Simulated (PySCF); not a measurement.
SMILES COc1c[se]c(C#N)n1, C5H4N2OSe

Geometry:
```csv
atom,x (Å),y (Å),z (Å)
C1,-2.115,-0.810,0.342
O2,-1.651,0.503,0.078
C3,-0.325,0.644,-0.018
C4,0.261,1.868,-0.276
Se5,2.095,1.728,-0.344
C6,1.756,-0.109,0.015
C7,2.800,-1.031,0.137
N8,3.676,-1.767,0.232
N9,0.502,-0.405,0.133
H10,-3.199,-0.735,0.398
H11,-1.712,-1.182,1.287
H12,-1.824,-1.493,-0.459
H13,-0.271,2.789,-0.420
```

Method used: GIAO HF/pcSseg-1 magnetisability, rotational g tensor and spin-rotation constants, non-relativistic, gas phase in PySCF 2.14.0. Geometry: GFN2-xTB.

The calculation is non-relativistic, which matters for the atoms heavier than Zn.

Question: Give the nuclear spin-rotation constants along the inertial axes (H = +C I·J) beside the isotropic shieldings.

Answer: Rotational constants 1.7091, 0.9363, 0.6072 GHz. A star marks the isotopologue with that one atom substituted, in its own axes.
| atom | isotope | Caa (kHz) | Cbb (kHz) | Ccc (kHz) | mean (kHz) | σ (ppm) |
| --- | --- | --- | --- | --- | --- | --- |
| N8 | 14N | 0.275 | 0.119 | 0.144 | 0.179 | -72.1 |
| N9 | 14N | 0.550 | 0.230 | 0.017 | 0.266 | -127.3 |
| H10 | 1H | 0.091 | -0.101 | -0.062 | -0.024 | 28.0 |
| H11 | 1H | -0.141 | -0.063 | -0.002 | -0.069 | 27.9 |
| H12 | 1H | -0.144 | -0.066 | 0.000 | -0.070 | 28.0 |
| H13 | 1H | -0.144 | 0.069 | -0.069 | -0.048 | 25.4 |
| C1 | 13C* | 0.335 | 0.142 | 0.124 | 0.200 | 138.4 |
| O2 | 17O* | -0.110 | -0.169 | -0.033 | -0.104 | 273.5 |
| C3 | 13C* | 0.763 | 0.360 | 0.144 | 0.422 | 26.2 |
| C4 | 13C* | 0.559 | 0.336 | 0.083 | 0.326 | 80.9 |
| Se5 | 77Se* | 5.653 | 1.630 | 1.063 | 2.782 | 1069.2 |
| C6 | 13C* | 0.792 | 0.432 | 0.096 | 0.440 | 22.6 |
| C7 | 13C* | 0.361 | 0.164 | 0.272 | 0.266 | 77.6 |

For the geometry as given, no vibrational averaging.
